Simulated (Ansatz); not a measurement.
Relaxation of the cluster Cs3F2 with UKS PBE-D4/def2-TZVP.

```sh
$ ansatz run in.yaml --threads 4 --pin off --events-out ev --progress --plain --max-ram 3916MiB
```

```yaml
crystal:
  periodic: [false, false, false]
  atoms:
    - {symbol: Cs, position_ang: [-0.264870, -1.699730, -0.250120]}
    - {symbol: Cs, position_ang: [-1.699590, 2.032890, 0.025110]}
    - {symbol: Cs, position_ang: [3.726910, -1.101440, 0.441150]}
    - {symbol: F, position_ang: [-2.368770, -0.526300, -0.252640]}
    - {symbol: F, position_ang: [0.606320, 1.294580, 0.036500]}
basis:
  gaussian: {orbitals: def2-TZVP}
magnetization: {spin_polarized: true, initial_magnetization: 1}
hamiltonian: {xc: pbe, dispersion: d4}
scf: {lower_state_search: "off"}
output: {orbitals: {seedname: orbitals}}
relax: {f_tol: 0.02, max_steps: 100}
```

Hardware: 4 threads of Arm Neoverse V1 on a shared host. Wall time 33 s.

Positions (Å) and forces (eV/Å) at steps 1, 2, 3, 4, 5, 6, 7, 8, 10, 13 of 13:

```xyz
5
step=1 energy=-7081.1188 eV
Cs   -0.265   -1.700   -0.250    0.628   -0.285   -0.035
Cs   -1.700    2.033    0.025   -0.911    0.611    0.018
Cs    3.727   -1.101    0.441    0.048    0.237    0.019
F    -2.369   -0.526   -0.253   -0.733    0.306   -0.005
F     0.606    1.295    0.036    0.968   -0.869    0.003
5
step=2 energy=-7081.3797 eV
Cs   -0.199   -1.706   -0.259   -0.134    0.247   -0.023
Cs   -1.795    2.141    0.029    0.103   -0.252   -0.024
Cs    3.790   -1.062    0.452   -0.003    0.261    0.013
F    -2.465   -0.484   -0.253    0.027    0.246    0.028
F     0.668    1.110    0.031    0.008   -0.502    0.006
5
step=3 energy=-7081.5064 eV
Cs   -0.209   -1.648   -0.271   -0.219   -0.020   -0.042
Cs   -1.770    2.113    0.026    0.118   -0.134   -0.005
Cs    3.826   -0.970    0.462   -0.067    0.247    0.003
F    -2.527   -0.411   -0.249    0.091    0.129    0.014
F     0.680    0.916    0.031    0.077   -0.223    0.030
5
step=4 energy=-7081.6385 eV
Cs   -0.287   -1.714   -0.302   -0.261   -0.205   -0.049
Cs   -1.660    2.103    0.027    0.113   -0.048    0.016
Cs    3.782   -0.777    0.460   -0.193    0.252   -0.013
F    -2.550   -0.333   -0.246    0.088    0.033   -0.005
F     0.714    0.721    0.061    0.252   -0.032    0.050
5
step=5 energy=-7081.7827 eV
Cs   -0.391   -1.813   -0.328   -0.168   -0.112   -0.025
Cs   -1.546    2.090    0.042    0.128   -0.017    0.023
Cs    3.711   -0.596    0.460   -0.307    0.243   -0.030
F    -2.552   -0.283   -0.252    0.067   -0.007   -0.011
F     0.778    0.601    0.078    0.280   -0.107    0.044
5
step=6 energy=-7081.9015 eV
Cs   -0.485   -1.894   -0.343   -0.158   -0.133   -0.029
Cs   -1.413    2.081    0.073    0.074   -0.005    0.015
Cs    3.643   -0.411    0.461   -0.338    0.179   -0.040
F    -2.543   -0.228   -0.268    0.062   -0.015   -0.007
F     0.798    0.451    0.077    0.360   -0.027    0.060
5
step=7 energy=-7082.0028 eV
Cs   -0.557   -1.973   -0.350   -0.078   -0.078   -0.016
Cs   -1.299    2.070    0.095    0.038    0.030    0.013
Cs    3.504   -0.269    0.439   -0.147    0.099   -0.013
F    -2.493   -0.199   -0.286    0.007   -0.009   -0.007
F     0.844    0.371    0.102    0.181   -0.042    0.023
5
step=8 energy=-7082.0321 eV
Cs   -0.686   -2.051   -0.363   -0.014   -0.004   -0.005
Cs   -1.176    2.053    0.130    0.022    0.007    0.001
Cs    3.478   -0.075    0.449    0.040    0.016    0.007
F    -2.487   -0.148   -0.309    0.012   -0.006    0.002
F     0.871    0.221    0.094   -0.059   -0.012   -0.005
5
step=10 energy=-7082.0369 eV
Cs   -0.792   -2.101   -0.389    0.014    0.024    0.003
Cs   -1.077    2.046    0.146    0.024   -0.020   -0.002
Cs    3.483    0.085    0.467    0.000    0.003    0.000
F    -2.471   -0.106   -0.306   -0.022   -0.003   -0.002
F     0.857    0.076    0.082   -0.016   -0.003    0.001
5
step=13 energy=-7082.0375 eV
Cs   -0.810   -2.099   -0.395   -0.002   -0.002    0.000
Cs   -1.050    2.034    0.145    0.003   -0.005    0.000
Cs    3.488    0.121    0.468   -0.006    0.001   -0.001
F    -2.485   -0.098   -0.307    0.000    0.001   -0.001
F     0.857    0.042    0.088    0.005    0.004    0.002
```

In the def2 sets Cs takes a core potential; there is no spin–orbit coupling. The relaxation made no stability test and no search for a lower SCF solution. The structure comes from a short search, and lower isomers may exist.
